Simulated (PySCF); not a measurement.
Worked example for germanium tetrachloride: ionisation energy to the radical cation

Structure: `[Cl][Ge]([Cl])([Cl])[Cl]` (Cl4Ge).

Energies: ωB97X-D3(BJ)/ma-def2-TZVP (PySCF, density fitting, integration grid level 2) on PBE0-D3(BJ)/def2-SVP structures. Zero-point energies come from unscaled PBE0-D3(BJ)/def2-SVP harmonic frequencies.

| state | structure | E / Eh |
| --- | --- | --- |
| parent | parent | -3918.019572 |
| radical cation | parent | -3917.567724 |
| radical cation | radical cation | -3917.595780 |
| parent | radical cation | -3917.974084 |

Zero-point energy of the radical cation less that of the parent: -0.009 eV. 1 Eh = 27.2114 eV.

Task: Work out the vertical and adiabatic ionisation energy.

Result: Vertical: (-3917.567724) − (-3918.019572) = 0.451848 Eh = 12.30 eV. Adiabatic: 0.423792 Eh = 11.532 eV, and 11.52 eV with zero-point energy.

Task: And the inner reorganisation energy of self-exchange?

Result: The radical cation relaxes by 763.4 meV and the parent by 1237.8 meV, so λ = 2001 meV.

Known limits: spin-orbit coupling is left out of the energies, which matters for open shells on the heavier atoms; atoms from Ga to Kr are treated without relativity; Cl1 and Cl3 are equivalent in the parent, but the relaxed radical cation is symmetry-broken (Td to C2v), as a Jahn-Teller-type distortion or an artefact of the method; its spin populations, distances and adiabatic value belong to that structure.
